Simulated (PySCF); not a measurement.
NICS in rings of unrelated molecules.

NICS = −σ at a ghost point: NICS(0) at the centroid of the ring atoms, NICS(1) 1 Å to either side along the normal of their mean plane, zz for the tensor component along that normal. Level: GIAO PBE0/pcSseg-1 (PySCF, non-relativistic, gas phase) on the GFN2-xTB geometries, one conformer each. Atom numbers follow the mapped SMILES.

Task: Order these rings by mean NICS(1)zz, lowest (most negative) first (ppm).
A. ring C3–Si6–C7 in `[CH2:1]=[CH:2][C@@:3]1([CH2:4][CH3:5])[SiH2:6][C@@H:7]1[CH3:8]`
B. ring C3–C4–C5–N6–C7–N8 in `[N:1]#[C:2][c:3]1[cH:4][cH:5][n:6][cH:7][n:8]1`
C. ring C3–C4–C5–S6–C7 in `[CH3:1][NH:2][c:3]1[cH:4][cH:5][s:6][cH:7]1`
D. ring C1–N2–N3–C4–S5 in `[cH:1]1[n:2][n:3][cH:4][s:5]1`
E. ring C3–C4–P5–C6–C8–P9 in `[CH2:1]=[CH:2][c:3]1[cH:4][p:5][c:6]([CH3:7])[cH:8][p:9]1`
F. ring Si2–Si3–Si4–Si5–Si6 in `[CH3:1][Si@@H:2]1[SiH2:3][SiH2:4][SiH2:5][Si@H:6]1[CH2:7][F:8]`
G. ring C3–C4–Si5–C7–O8 in `[CH3:1][O:2][C:3]1=[CH:4][Si@H:5]([F:6])[CH2:7][O:8]1`

Result: D (-32.9), B (-27.3), C (-24.9), E (-22.1), A (-17.3), G (-3.9), F (-0.3).

| SMILES | ring | NICS(0) | NICS(1) | NICS(1)zz | HOMA | rms pucker (Å) | ring atoms with four or more neighbours |
| --- | --- | --- | --- | --- | --- | --- | --- |
| c1nncs1 | 5-membered ring with 2 N and S; formal bonds all aromatic | -14.3 | -13.6 | -32.9 | 0.75 | 0.00 | 0 |
| N#Cc1ccncn1 | 6-membered ring with 2 N; formal bonds all aromatic | -6.5 | -11.1 | -27.3 | 0.99 | 0.00 | 0 |
| CNc1ccsc1 | 5-membered ring with S; formal bonds all aromatic | -13.1 | -10.8 | -24.9 | 0.78 | 0.00 | 0 |
| C=Cc1cpc(C)cp1 | 6-membered ring with 2 P; formal bonds all aromatic | -5.8 | -9.3 | -22.1 | 0.82 | 0.00 | 0 |
| C=C[C@@]1(CC)[SiH2][C@@H]1C | 3-membered ring with Si; formal bonds all single | -29.1 | -7.6 | -17.3 | – | 0.00 | 3 |
| COC1=C[Si@H](F)CO1 | 5-membered ring with O and Si; formal bonds 1 double, 4 single | -5.6 | -3.8 | -3.9 | – | 0.01 | 2 |
| C[Si@@H]1[SiH2][SiH2][SiH2][Si@H]1CF | 5-membered ring with 5 Si; formal bonds all single | -2.2 | -2.4 | -0.3 | – | 0.20 | 5 |

NICS(0) gives another order. The isotropic NICS(1) gives the same order. Over the 4 rings with a HOMA value its correlation coefficient with NICS(1)zz is 0.18. HOMA uses Krygowski's 1993 parameters; it is left out where a ring has a four-coordinate atom, a triple bond, no multiple bond or a kind of bond without parameters. NICS(1) and NICS(1)zz are means over the two faces.
